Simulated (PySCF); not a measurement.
## Broadened absorption spectrum of C4H5F3O

Species: C4H5F3O.
SMILES: `C[C@@H](F)[C@@H](F)C(=O)F`

Method used: TDDFT CAM-B3LYP/def2-SVPD, vertical, gas phase, core orbitals frozen in the response (PySCF 2.14.0, density-fitted response routines). One conformer (not necessarily the lowest) at the GFN2-xTB geometry, without solvent, vibrations or thermal averaging. Torsions of this conformer, `[CH3:1][C@@H:2]([F:3])[C@@H:4]([F:5])[C:6](=[O:7])[F:8]`: C1–C2–C4–F5 63°, C2–C4–C6–O7 107°.

Broadening: Gaussians 0.3 eV wide at half height, area fixed by f = 4.319×10⁻⁹ ∫ε dν̃. The width is an assumption, not a result. The curve ends short of the highest state used, and states not computed would add to its high-energy end.

E (eV), ε (L mol⁻¹ cm⁻¹) and a bar:
```
     5.31          1 
     5.43         13 
     5.56        105 #
     5.69        300 ##
     5.82        303 ##
     5.95        108 #
     6.08         14 
     6.20          1 
     6.33          0 
     6.46          0 
     6.59          0 
     6.72          0 
     6.85          0 
     6.98          0 
     7.10          0 
     7.23          0 
     7.36          1 
     7.49         37 
     7.62        502 ####
     7.75       2387 ##################
     7.87       3999 ##############################
     8.00       2621 ####################
     8.13        805 ######
     8.26        350 ###
     8.39        155 #
     8.52        116 #
     8.64        484 ####
     8.77       1952 ###############
     8.90       3534 ###########################
     9.03       2612 ####################
```

**Question.** Locate the maxima and give the states behind the curve.

**Answer.** 215 nm (5.76 eV), ε about 340, made up of S1 (100%); 157 nm (7.88 eV), ε about 4000, made up of S2 (100%); 139 nm (8.92 eV), ε about 3600, made up of S5 (99%) (ε in L mol⁻¹ cm⁻¹; maxima over ε = 5, shares over 10%). The states used: S1 5.76 eV (f 0.0038); S2 7.88 eV (f 0.045); S3 8.23 eV (f 0.0034); S4 8.69 eV (f 0.0017); S5 8.92 eV (f 0.039); S6 9.36 eV (f 0.076); S7 9.43 eV (f 0.040); S8 9.63 eV (f 0.0063).

**Question.** What would ε be at 7.88 eV, the highest of these maxima, with half the width (0.15 eV)?

**Answer.** About 8010 L mol⁻¹ cm⁻¹ against 4010, a factor of about 2.00; a lone state at its own centre would give exactly 2.

**Question.** Coming from long wavelengths, where does ε first pass 100 L mol⁻¹ cm⁻¹?

**Answer.** At about 223 nm (5.56 eV), 0.20 eV below S1.

**Question.** On this curve, what absorbance would a 10⁻⁵ mol/L sample give at 222 nm over a 1 cm path?

**Answer.** 222 nm is 5.585 eV, where ε is about 140 L mol⁻¹ cm⁻¹, so A = ε c l ≈ 0.0014 (Beer–Lambert, with the gas-phase spectrum and the assumed width).
